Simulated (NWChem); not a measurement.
Species: sulfuric acid (H$_{2}$SO$_{4}$); SMILES O=S(=O)(O)O

Results from NWChem. Pople sets run with spherical d functions. Level B3LYP/6-31G*: optimisations from one semi-empirical or force-field start; each run changes one setting, and all end within 0.3 mHa of each other. One conformer.

```
setting                                             optimisation steps
--------------------------------------------------  ------------------
redundant internal coordinates, default thresholds                   9
loose thresholds                                                     3
Cartesian coordinates                                               12
trust radius 0.05                                                   11
no line search                                                      11
```
